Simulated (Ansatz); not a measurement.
Molecule: C$_{4}$H$_{3}$ClO, charge 0, multiplicity 1. 
Structure (B3LYP-D3(BJ)/def2-TZVP (Ansatz, an electronic-structure program) minimum search):
```
C
C 1 1.3561
O 2 1.3611 1 109.26
C 3 1.3607 2 107.38 1 0.00
C 4 1.3547 3 110.63 2 0.00
H 2 1.0742 1 133.42 5 180.00
H 4 1.0752 5 133.28 1 180.00
H 5 1.0758 4 127.64 7 0.00
Cl 1 1.7206 2 126.48 6 0.00
```
Charge 0, spin multiplicity 1.

Property: atomisation energy (electronic, to ground-state atoms), in eV. Correlated levels leave the core frozen unless marked. Open shells are spin-unrestricted. Spin-orbit coupling is left out. Non-relativistic. The coupled-cluster limit lacks core correlation, which all-electron functionals hold. Basis-set limits of correlation are two-point, X^-3; Hartree-Fock from the larger set. The bracket is a focal-point correction in the basis named.

```csv
level,program,atomisation energy (eV)
HF/aug-cc-pV(T+d)Z,Ansatz,29.30
PBE-D3(BJ)/def2-TZVPD,Ansatz + dftd3,44.13
revPBE-D3(BJ)/def2-TZVPD,Ansatz + dftd3,42.57
PBE0/STO-3G,Ansatz,47.62
B2PLYP-D3(BJ)/def2-TZVPD,Ansatz + dftd3,41.81
B2PLYP-D4/def2-TZVPD,Ansatz + dftd4,41.79
RPA@PBE/cc-pV(T+d)Z,Ansatz,38.35
"MP2/CBS(cc-pV(T+d)Z,cc-pV(Q+d)Z)",Ansatz,43.62
RI-MP2/aug-cc-pV(T+d)Z,Ansatz,42.63
"RI-MP2/CBS(cc-pV(T+d)Z,cc-pV(Q+d)Z)",Ansatz,43.62
SCS-MP2/6-31G*,Ansatz,39.26
SCS-MP2/cc-pV(T+d)Z,Ansatz,41.49
CCSD/aug-cc-pV(D+d)Z,Ansatz,37.98
CCSD/cc-pV(T+d)Z,Ansatz,39.72
CCSD(T)/6-31G*,Ansatz,38.87
CCSD(T)/cc-pVTZ,Ansatz,40.72
CCSD(T) with core electrons (1s frozen past Ne)/cc-pwCVTZ,Ansatz,41.03
"RI-MP2/CBS(cc-pV(T+d)Z,cc-pV(Q+d)Z)+[CCSD(T)-MP2]/cc-pV(D+d)Z",Ansatz,42.06
"RI-MP2/CBS(aug-cc-pV(T+d)Z,aug-cc-pV(Q+d)Z)+[CCSD(T)-MP2]/aug-cc-pV(Q+d)Z",Ansatz,41.98
"CCSD(T)/CBS(cc-pV(T+d)Z,cc-pV(Q+d)Z)",Ansatz,41.95
"CCSD(T)/CBS(aug-cc-pV(T+d)Z,aug-cc-pV(Q+d)Z)",Ansatz,41.98
```

The Hartree-Fock reference is unstable (checked in the largest basis), which strains HF and MP2.
